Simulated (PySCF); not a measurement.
SMILES N[SiH2]/C=C/[SiH3] (CAM-B3LYP/def2-SVP optimised geometry):

```
14

Si    -2.297     0.733     0.000
C     -0.424     0.733     0.000
C      0.338     0.181    -0.957
Si     2.211     0.202    -0.942
N      2.825    -1.405    -1.097
H     -2.824     0.053     1.218
H     -2.825     2.127     0.000
H     -2.789     0.020    -1.211
H      0.086     1.222     0.844
H     -0.161    -0.316    -1.802
H      2.756     0.953    -2.109
H      2.598     0.934     0.306
H      3.731    -1.571    -1.519
H      2.594    -2.127    -0.424
```

Calculation: PySCF with CAM-B3LYP/def2-TZVP.

Problem. What are the frontier orbital energies and the dipole moment?

Solution. HOMO-2 -9.75 eV, HOMO-1 -9.28 eV, HOMO -8.78 eV, LUMO 0.19 eV, LUMO+1 1.69 eV; dipole moment 1.42 D.

On the same geometry PBE/def2-TZVP (PySCF) gives HOMO-2 -7.08 eV, HOMO-1 -6.88 eV, HOMO -5.96 eV, LUMO -1.93 eV, LUMO+1 -0.05 eV; dipole moment 1.47 D.

Meta-Löwdin charges at CAM-B3LYP/def2-TZVP: Si1 0.51, C2 -0.32, C3 -0.34, Si4 0.78, N5 -0.75, H6 -0.10, H7 -0.10, H8 -0.10, H9 0.11, H10 0.11, H11 -0.12, H12 -0.15, H13 0.24, H14 0.23.
